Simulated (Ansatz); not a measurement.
All values below come from B3LYP-D3(BJ)/def2-TZVP run with Ansatz (a quantum-chemistry and plane-wave program). No frequencies were computed at this level.

Ansatz 0.2 input:
```yaml
crystal:
  periodic: [false, false, false]
  atoms:
    - { symbol: Ga, position_ang: [-0.000064, 0.00016, -0.000168] }
    - { symbol: H, position_ang: [1.529439, -0.338944, -0.015888] }
    - { symbol: H, position_ang: [-0.470966, 1.494469, 0.006877] }
    - { symbol: H, position_ang: [-1.05841, -1.155686, 0.009179] }
basis:
  gaussian: { orbitals: def2-tzvp }
hamiltonian:
  xc: b3lyp
  dispersion: d3bj
relax:
  max_steps: 150
```

Output:

```
Functional definition: B3LYP
535 factors; their error is unknown
mean field evaluation 1: about -52426.5938 eV, gradient 2.6e1 eV
mean field evaluation 2: about -52426.6416 eV, gradient 3.3e1 eV
mean field evaluation 4: about -52427.4240 eV, gradient 1.8e-1 eV
mean field evaluation 8: about -52427.5712 eV, gradient 6.6e-2 eV
mean field -52427.57124225 eV, -1926.6777064684 hartree, gradient 3.6e-5 eV, S^2 0.000000; 0 other end points of the search recorded, 0 dependent functions left out
reference -52427.57146102 eV, -1926.6777145083 hartree; 17, 17 occupied and 49, 49 virtual orbitals, 535 factors
relax step   1: F+E_penalty+E_count = -52427.62603463 eV  Δ(F+E_penalty+E_count) = +0.000e0 eV  max|allowed force component| = 4.367e-2 eV/Å  Δτ_max = 0.0000 Å  (20 SCF iters, accepted)
these checks for a lower state are left out or cut short: starts, cluster_reference, orbital_swaps, neighbouring_geometries, increment
535 factors; their error is unknown
mean field evaluation 16: about -52427.5714 eV, gradient 3.4e-5 eV
mean field -52427.57144040 eV, -1926.6777137503 hartree, gradient 7.4e-5 eV, S^2 0.000000; 0 other end points of the search recorded, 0 dependent functions left out
reference -52427.57165918 eV, -1926.6777217906 hartree; 17, 17 occupied and 49, 49 virtual orbitals, 535 factors
relax step   2: F+E_penalty+E_count = -52427.62621423 eV  Δ(F+E_penalty+E_count) = -1.796e-4 eV  max|allowed force component| = 7.420e-3 eV/Å  Δτ_max = 0.0027 Å  (17 SCF iters, accepted)
535 factors; their error is unknown
mean field evaluation 32: about -52427.5714 eV, gradient 3.8e-5 eV
mean field -52427.57144040 eV, -1926.6777137503 hartree, gradient 7.4e-5 eV, S^2 0.000000; 1 other end points of the search recorded, 0 dependent functions left out
reference -52427.57165918 eV, -1926.6777217906 hartree; 17, 17 occupied and 49, 49 virtual orbitals, 535 factors
Total energy: -52427.62643302 eV, -1926.6797346919 hartree
Atom 0 at     0.000057     0.000039     0.000124 Å, force    -0.000886    -0.001086    -0.000910 eV/Å
Atom 1 at     1.532091    -0.339584    -0.016013 Å, force     0.007169    -0.001453     0.000231 eV/Å
Atom 2 at    -0.472032     1.496620     0.006793 Å, force    -0.002031     0.007420     0.000337 eV/Å
Atom 3 at    -1.060116    -1.157076     0.009097 Å, force    -0.004251    -0.004880     0.000342 eV/Å
Dipole moment:     0.000075     0.000056     0.000117 e Å
```

Cost: around 1.7 core-seconds (rough).
